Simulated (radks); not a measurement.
Values are calculated unless marked as measured or tabulated.
Species: Kr24+. Configuration: [Ne] 3s2. Level of theory: Dirac Kohn-Sham, PBE, spin-unpolarised, spherical densities, point nucleus (a radial shooting solver on a logarithmic mesh with Libxc functionals).

Normalised radial functions P(r) = r R(r) (large component), r in bohr:

r	1s1/2
0.002688	1.1268
0.003761	1.4992
0.005221	1.9521
0.007247	2.4906
0.01006	3.0894
0.01408	3.6992
0.01954	4.1747
0.02713	4.3701
0.03766	4.1235
0.0527	3.3479
0.07316	2.2351
0.1016	1.1355
0.141	0.3961
0.1973	0.0786
0.2739	0.0078
0.3802	0.0003
0.5278	0.0000
0.7385	0.0000
1.025	0.0000
1.423	0.0000

1s1/2: eigenvalue -15286.8 eV, 0 radial nodes, <r> = 0.0415 bohr, 90 % of the charge inside 0.0742 bohr.
